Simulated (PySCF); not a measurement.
Some computed properties have been withheld. Give your best values.

Species: ortho-cyanophenol, C7H5NO.
SMILES: `c1c(O)c(C#N)ccc1`

Conformer (atom-mapped SMILES and torsion angles): `[N:1]#[C:2][c:3]1[cH:4][cH:5][cH:6][cH:7][c:8]1[OH:9]`: H–O9–C8–C7 180°.

```json
{"property": "point group of the GFN2-xTB geometry", "level": "GFN2-xTB", "value": "?"}
{"property": "rotational constants A, B, C of the GFN2-xTB geometry", "level": "GFN2-xTB", "value": "3.047, 1.537, 1.022 GHz"}
{"property": "dipole moment", "level": "CAM-B3LYP/def2-SVPD", "value": "?"}
{"property": "HOMO energy", "level": "CAM-B3LYP/def2-SVPD", "value": "?"}
{"property": "LUMO energy", "level": "CAM-B3LYP/def2-SVPD", "value": "-0.59 eV"}
{"property": "lowest singlet excitation", "level": "TDDFT CAM-B3LYP/def2-SVPD", "value": "?"}
{"property": "strongest line among the 8 lowest singlet transitions", "level": "TDDFT CAM-B3LYP/def2-SVPD", "value": "?"}
{"property": "lowest triplet excitation (Tamm–Dancoff)", "level": "TDA CAM-B3LYP/def2-SVPD", "value": "?"}
{"property": "static isotropic polarisability", "level": "CAM-B3LYP/def2-SVPD", "value": "88.0 au"}
{"property": "electronic spatial extent ⟨r²⟩ about the centre of nuclear charge", "level": "CAM-B3LYP/def2-SVPD", "value": "?"}
```

The electronic properties come from PySCF, for the isolated species, density fitting.

(1) What is the electronic spatial extent ⟨r²⟩ about the centre of nuclear charge?

(2) What is the dipole moment?

(3) Give the HOMO energy.

(4) What is the strongest line among the 8 lowest singlet transitions?

(5) Give the lowest singlet excitation.

(6) Give the lowest triplet excitation (Tamm–Dancoff).

(7) The point group of the GFN2-xTB geometry?

## Answers

(1) 1077 bohr².

(2) 3.60 D.

(3) -8.50 eV.

(4) S3 at 6.55 eV (189 nm, f = 0.639).

(5) 4.85 eV (255 nm, f = 0.081).

(6) 3.75 eV.

(7) Cs.

No computed singlet falls in the visible range (750 to 380 nm, 1.65 to 3.26 eV); S1 lies 1.59 eV above its blue end. With B = h/(8π²I), that is 505.379 GHz u Å² over I, the principal moments of inertia are 165.9, 328.9 and 494.7 u Å² (most abundant isotopes). In wavenumbers S1 is 39100 cm⁻¹ (1 eV = 8065.54 cm⁻¹). The rotational constants make it an asymmetric top with κ = (2B − A − C)/(A − C) = -0.49, nearer the prolate limit (−1). The vertical singlet–triplet gap S1 − T1 is 1.10 eV (TDDFT singlet less Tamm–Dancoff triplet; S1: HOMO→LUMO, weight 0.84; T1: HOMO→LUMO, weight 0.64). The dipole equals about 12.0 × 10⁻³⁰ C·m (1 D = 3.33564 × 10⁻³⁰ C·m).

For the TDDFT job (CAM-B3LYP/def2-SVPD), hardware: Arm Neoverse V1, one thread, shared host. Cost: 51 s of wall time.

One conformer stands for the species.
